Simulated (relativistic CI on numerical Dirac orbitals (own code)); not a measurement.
Computed by Dirac-Coulomb-Breit CI, orbitals from a KLI potential per configuration, model QED, unscaled Slater integrals (own radial code, finite nucleus).

The strongest absorption lines from the ground level of an ion, among the configurations computed and to levels below about 2120 eV (vacuum wavelength in nm, gf): 0.64959 (0.41), 0.66549 (0.73), 0.66709 (0.54), 0.66710 (1.6), 0.66816 (3.5), 0.66982 (0.72), 0.68459 (2.6), 0.68811 (0.75).

(1) Which ion is it?
A. Br27+
B. Br25+
C. Y31+
D. As25+

## Answers

(1) A. Br27+ has 8 electrons and the ground level 2s2 2p4 3P_2; the strongest line goes to 2s2 2p3 3d 3D°_3. The pattern of lines fixes the number of electrons, and along that sequence the line energies rise steadily with the charge (about as its square where n changes within one kind of shell, about linearly where n is kept but much faster in heavy ions where fine structure, which grows about as Z⁴, sets the gap, and irregularly where shells cross), which fixes Z. Configurations outside the model, such as inner-shell arrays, can give stronger lines. At this charge energies of transitions that change n are usually good to better than 1 %, and those within a shell (Δn = 0) to a few per cent.

LS names give the leading component of a level, which can be under half, so a name can repeat, a term be missing and a line seem to break the LS rules.
